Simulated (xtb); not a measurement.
F$_{2}$Zn, charge +1, doublet, from a rough starting geometry (GFN-xTB shapes and energies of metal compounds can be far from the true ones) (a state made from the parent by changing its charge; the spin is typed, not shown lowest); GFN2-xTB in xtb.

Input for xtb:
```
$ xtb mol.xyz --gfn 2 --chrg 1 --uhf 1 --opt vtight --json

# file mol.xyz
3

Zn    -0.01878943     0.05720925     0.03400275
F     -0.28409077     1.23254594    -1.09367482
F      0.20391086    -1.27842746     1.10221795
```

The log (banner, timings and long lists left out):

```
   ID    Z sym.   atoms
    1   30 Zn     1
    2    9 F      2, 3

           -------------------------------------------------
          |                Calculation Setup                |
           -------------------------------------------------

           -------------------------------------------------
          |                 G F N 2 - x T B                 |
           -------------------------------------------------

          ...................................................
          :                      SETUP                      :
          :.................................................:
          :  # basis functions                  12          :
          :  # atomic orbitals                  12          :
          :  # shells                            6          :
          :  # electrons                        15          :
          :  max. iterations                   250          :
          :  Hamiltonian                  GFN2-xTB          :
          :  restarted?                      false          :
          :  GBSA solvation                  false          :
          :  PC potential                    false          :
          :  electronic temp.          300.0000000     K    :
          :  accuracy                    1.0000000          :
          :  -> integral cutoff          0.2500000E+02      :
          :  -> integral neglect         0.1000000E-07      :
          :  -> SCF convergence          0.1000000E-05 Eh   :
          :  -> wf. convergence          0.1000000E-03 e    :
          :  Broyden damping             0.4000000          :
          :  net charge                          1          :
          :  unpaired electrons                  1          :
          ...................................................

 iter      E             dE          RMSdq      gap      omega  full diag
   1     -9.2106341 -0.921063E+01  0.182E+01    3.46       0.0  T
   2     -9.1326272  0.780069E-01  0.113E+01    6.26       1.0  T
   3     -8.1656115  0.967016E+00  0.140E+01    1.89       1.0  T
   4     -9.2709213 -0.110531E+01  0.548E+00    4.50       1.0  T
   5     -9.1729630  0.979583E-01  0.551E+00    4.02       1.0  T
   6     -9.2285462 -0.555832E-01  0.477E+00    4.71       1.0  T
   7     -9.2492880 -0.207418E-01  0.407E+00    4.72       1.0  T
   8     -9.3081771 -0.588891E-01  0.255E+00    4.80       1.0  T
   9     -9.3133876 -0.521042E-02  0.234E+00    4.80       1.0  T
  10     -9.3157275 -0.233993E-02  0.214E+00    4.77       1.0  T
  11     -9.3437127 -0.279852E-01  0.396E-01    4.78       1.0  T
  12     -9.3436510  0.616958E-04  0.413E-01    4.77       1.0  T
  13     -9.3441142 -0.463124E-03  0.283E-01    4.77       1.0  T
  14     -9.3444444 -0.330224E-03  0.143E-01    4.77       1.0  T
  15     -9.3445669 -0.122505E-03  0.304E-02    4.77       1.9  T
  16     -9.3445654  0.148285E-05  0.338E-02    4.77       1.7  T
  17     -9.3445708 -0.534886E-05  0.174E-02    4.77       3.3  T
  18     -9.3445726 -0.185893E-05  0.276E-03    4.77      20.9  T
  19     -9.3445724  0.215672E-06  0.644E-03    4.77       9.0  T
  20     -9.3445727 -0.262577E-06  0.221E-04    4.77     261.3  T
  21     -9.3445726  0.838062E-08  0.117E-03    4.77      49.4  T
  22     -9.3445727 -0.857066E-08  0.159E-05    4.77    3630.6  T

   *** convergence criteria satisfied after 22 iterations ***

         :::::::::::::::::::::::::::::::::::::::::::::::::::::
         ::                     SUMMARY                     ::
         :::::::::::::::::::::::::::::::::::::::::::::::::::::
         :: total energy              -9.337218379490 Eh    ::
         :: gradient norm              0.029993397452 Eh/a0 ::
         :: HOMO-LUMO gap              4.772123667732 eV    ::
         ::.................................................::
         :: SCC energy                -9.344572670180 Eh    ::
         :: -> isotropic ES            0.273691293392 Eh    ::
         :: -> anisotropic ES          0.000904052219 Eh    ::
         :: -> anisotropic XC         -0.005542336185 Eh    ::
         :: -> dispersion             -0.000543911169 Eh    ::
         :: repulsion energy           0.007354290690 Eh    ::
         :: add. restraining           0.000000000000 Eh    ::
         :: total charge               1.000000000000 e     ::
         :::::::::::::::::::::::::::::::::::::::::::::::::::::

      -----------------------------------------------------------
     |                   =====================                   |
     |                        A N C O P T                        |
     |                   =====================                   |
     |               Approximate Normal Coordinate               |
     |                Rational Function Optimizer                |
      -----------------------------------------------------------
      -----------------------------------------------------------
     |                   =====================                   |
     |                        A N C O P T                        |
     |                   =====================                   |
     |               Approximate Normal Coordinate               |
     |                Rational Function Optimizer                |
      -----------------------------------------------------------

          ...................................................
          :                      SETUP                      :
          :.................................................:
          :   optimization level         verytight          :
          :   max. optcycles                   200          :
          :   ANC micro-cycles                  20          :
          :   degrees of freedom                 3          :
          :.................................................:
          :   RF solver                   davidson          :
          :   write xtbopt.log                true          :
[...]
 * total energy  :    -9.3411840 Eh     change       -0.8925060E-04 Eh
 * total energy  :    -9.3418335 Eh     change       -0.6495122E-03 Eh
 * total energy  :    -9.3430029 Eh     change       -0.1169460E-02 Eh
 * total energy  :    -9.3431080 Eh     change       -0.1050632E-03 Eh
 * total energy  :    -9.3433570 Eh     change       -0.2490223E-03 Eh
 * total energy  :    -9.3433814 Eh     change       -0.2441281E-04 Eh
 * total energy  :    -9.3435145 Eh     change       -0.1330428E-03 Eh
 * total energy  :    -9.3435212 Eh     change       -0.6742160E-05 Eh
 * total energy  :    -9.3435229 Eh     change       -0.1644062E-05 Eh
 * total energy  :    -9.3435245 Eh     change       -0.1650965E-05 Eh
 * total energy  :    -9.3435264 Eh     change       -0.1850460E-05 Eh
 * total energy  :    -9.3435270 Eh     change       -0.6130801E-06 Eh
 * total energy  :    -9.3435270 Eh     change       -0.3002724E-07 Eh
   *** GEOMETRY OPTIMIZATION CONVERGED AFTER 22 ITERATIONS ***
[...]

          ...................................................
          :                      SETUP                      :
          :.................................................:
          :  # basis functions                  12          :
          :  # atomic orbitals                  12          :
          :  # shells                            6          :
          :  # electrons                        15          :
          :  max. iterations                   250          :
          :  Hamiltonian                  GFN2-xTB          :
          :  restarted?                      false          :
          :  GBSA solvation                  false          :
          :  PC potential                    false          :
          :  electronic temp.          300.0000000     K    :
          :  accuracy                    1.0000000          :
          :  -> integral cutoff          0.2500000E+02      :
          :  -> integral neglect         0.1000000E-07      :
          :  -> SCF convergence          0.1000000E-05 Eh   :
          :  -> wf. convergence          0.1000000E-03 e    :
          :  Broyden damping             0.4000000          :
          :  net charge                          1          :
          :  unpaired electrons                  1          :
          ...................................................

 iter      E             dE          RMSdq      gap      omega  full diag
   1     -9.3463470 -0.934635E+01  0.236E-05    3.13       0.0  T
   2     -9.3463470  0.502851E-09  0.289E-04    3.13     199.8  T
   3     -9.3463470 -0.501757E-09  0.240E-05    3.13    2408.1  T

   *** convergence criteria satisfied after 3 iterations ***

         :::::::::::::::::::::::::::::::::::::::::::::::::::::
         ::                     SUMMARY                     ::
         :::::::::::::::::::::::::::::::::::::::::::::::::::::
         :: total energy              -9.343527012616 Eh    ::
         :: gradient norm              0.000095496121 Eh/a0 ::
         :: HOMO-LUMO gap              3.128436436856 eV    ::
         ::.................................................::
         :: SCC energy                -9.346346995579 Eh    ::
         :: -> isotropic ES            0.263956634647 Eh    ::
         :: -> anisotropic ES          0.000633862032 Eh    ::
         :: -> anisotropic XC         -0.003815014474 Eh    ::
         :: -> dispersion             -0.000558996811 Eh    ::
         :: repulsion energy           0.002819982963 Eh    ::
         :: add. restraining           0.000000000000 Eh    ::
         :: total charge               1.000000000039 e     ::
         :::::::::::::::::::::::::::::::::::::::::::::::::::::

           -------------------------------------------------
          |                Property Printout                |
           -------------------------------------------------

    * Orbital Energies and Occupations

         #    Occupation            Energy/Eh            Energy/eV
      -------------------------------------------------------------
         1        2.0000           -1.1964312             -32.5565
         2        2.0000           -1.1861615             -32.2771
         3        2.0000           -0.9400178             -25.5792
         4        1.9995           -0.8897497             -24.2113
         5        1.9968           -0.8879431             -24.1622
         6        1.9814           -0.8862598             -24.1164
         7        1.5343           -0.8826232             -24.0174
         8        1.4880           -0.8824472             -24.0126 (HOMO)
         9                         -0.7674793             -20.8842 (LUMO)
        10                         -0.4598545             -12.5133
        11                         -0.2273736              -6.1872
        12                         -0.0780723              -2.1245
      -------------------------------------------------------------
                  HL-Gap            0.1149679 Eh            3.1284 eV
             Fermi-level           -0.8537280 Eh          -23.2311 eV

     #   Z          covCN         q      C6AA      α(0)
     1  30 Zn       1.343     0.579   117.946    21.215
     2   9 F        0.671     0.211     7.767     3.290
     3   9 F        0.671     0.211     7.767     3.290

 Mol. C6AA /au·bohr⁶  :        258.571713
 Mol. C8AA /au·bohr⁸  :      13730.223800
 Mol. α(0) /au        :         27.794953

Wiberg/Mayer (AO) data.
largest (>0.10) Wiberg bond orders for each atom

 ---------------------------------------------------------------------------
     #   Z sym  total        # sym  WBO       # sym  WBO       # sym  WBO
 ---------------------------------------------------------------------------
     1  30 Zn   1.814 --     2 F    0.907     3 F    0.907
     2   9 F    1.266 --     1 Zn   0.907     3 F    0.359
     3   9 F    1.266 --     1 Zn   0.907     2 F    0.359
 ---------------------------------------------------------------------------

Topologies differ in total number of bonds
Writing topology from bond orders to xtbtopo.mol

molecular dipole:
                 x           y           z       tot (Debye)
 q only:        0.091       0.310       0.335
   full:        0.311       0.747       0.781       2.858
molecular quadrupole (traceless):
                xx          xy          yy          xz          yz          zz
 q only:       -1.936      -0.220       1.248       0.810      -1.703       0.688
  q+dip:       -1.651       0.288       0.953       0.904      -0.024       0.698
   full:       -0.253       0.270       0.070       0.208       0.812       0.183

optimized geometry written to: xtbopt.xyz

           -------------------------------------------------
          | TOTAL ENERGY               -9.343527012616 Eh   |
          | GRADIENT NORM               0.000095496121 Eh/α |
          | HOMO-LUMO GAP               3.128436436856 eV   |
           -------------------------------------------------
```
